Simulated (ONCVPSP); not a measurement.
**Bi, ONCV: configuration errors across variants**

- Element: Bi
- Generator: ONCVPSP 4.0.1
- Type: optimised norm-conserving Vanderbilt (ONCV)
- Functional: PBEsol
- Relativity: scalar-relativistic
- Frozen core: [Kr] 4d10 4f14
- Valence charge: 23
- Reference configuration: 5s2 5p6 5d10 6s2 6p3
- Partial waves: 5s+6s: rc 1.25 bohr, ncon 3, nbas 7, qcut 9.5 1/bohr, 2 projectors; 5p+6p: rc 1.70 bohr, ncon 4, nbas 8, qcut 8.8 1/bohr, 2 projectors; 5d: rc 1.35 bohr, ncon 5, nbas 8, qcut 8.3 1/bohr, 2 projectors, debl 3.8 Ha
- Local potential: polynomial inside 1.05 bohr (lpopt 5, dvloc0 0 Ha)
- Core correction: none

All-electron excitation energies from the reference (eV): (1) 5s2 5p6 5d10 6s2 6p2 7.949; (2) 5s2 5p6 5d10 6s2 6p1 23.240; (3) 5s2 5p6 5d10 6s2 6p0 46.598; (4) 5s2 5p6 5d10 6s2 6p2.5 3.113.

2 further variants failed, have other tests or another functional or relativity, and are left out.

Errors AE − PS in meV (a dash: test not solved or not reliable):

```csv
change,(1),(2),(3),(4),bound ghosts,GHOST(+) flags above zero
base,-3.5,-11,-25,-1.3,none,s
s: rc 1.18,-3.5,-11,-25,-1.3,none,s
d: nbas 10,-3.5,-11,-25,-1.3,none,s
s: qcut 10.1; p: qcut 9.3; d: qcut 8.8,-3.5,-11,-25,-1.3,none,s
"core correction polynomial model core, fcfact 0.35",-3.5,-11,-25,-1.3,none,s
```

Q: Give the same row for: s: qcut 8.

A: -3.5, -11, -24, -1.3; bound ghosts: none; GHOST(+) flags above zero: s.
